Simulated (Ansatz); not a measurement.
`[CH3][Nb]([OH])([F])=[S]` + H₂O → `[OH][Nb]([OH])([F])=[S]` + CH₄ at 400 K and 1 bar (formal hydrolysis of the Nb–C bond).

Isolated molecules relaxed with PBE0-D4/def2-TZVP in Ansatz; ΔE leaves out vibrations. CCSD(T)/CBS is the MP2 limit (def2-TZVPP, def2-QZVPP) plus CCSD(T) − MP2 in def2-TZVPP, frozen cores. This one scheme is used for every species. Elements past krypton have def2 core potentials. For Nb outer-core shells are correlated without core-valence functions, which leaves a few kJ/mol of doubt a bond. Each species was taken in one conformer, which may not be the lowest.

| species | CCSD(T)/CBS energy (Eh) | H − E (kJ/mol) | S (J/(mol·K)) |
| --- | --- | --- | --- |
| `[CH3][Nb]([OH])([F])=[S]` | -670.28419 | 173.1 | 406.4 |
| H₂O | -76.37941 | 69.8 | 198.6 |
| `[OH][Nb]([OH])([F])=[S]` | -706.25544 | 113.1 | 389.2 |
| CH₄ | -40.46206 | 131.3 | 197.2 |

H − E and S are ideal-gas, rigid-rotor, harmonic terms from PBE0-D4/def2-TZVP, for one conformer and one mirror image of each species. 1 Eh = 2625.50 kJ/mol, R = 8.31446 J/(mol·K).

Problem. By hand: ΔE, ΔH, ΔS and ΔG.

Solution. ΔE = (-706.25544) + (-40.46206) − (-670.28419) − (-76.37941) = -0.05390 Eh = -141.5 kJ/mol. Δ(H − E) = 113.1 + 131.3 − 173.1 − 69.8 = 1.5, so ΔH = -140.0 kJ/mol. ΔS = 389.2 + 197.2 − 406.4 − 198.6 = -18.6 J/(mol·K). ΔG = -140.0 − 400 × (-18.6)/1000 = -132.6 kJ/mol.

Problem. By hand: the equilibrium constant, and the temperature at which ΔG would vanish if ΔH and ΔS stayed fixed.

Solution. log₁₀ K = −ΔG/(RT ln 10) = 17.3. ΔG = 0 at ΔH/ΔS = 7527 K, far beyond where these terms or the molecules hold.

ΔH outweighs TΔS. A doubt of 5 kJ/mol in ΔE shifts log₁₀ K by 0.7 here. Other conformers and mirror images would add mixing entropy, several J/(mol·K) or more a flexible species. These are equilibria of isolated gas molecules and say nothing of rates. Largest T1 diagnostic: 0.023 (customary marks: 0.02 for closed shells, 0.045 for open ones).
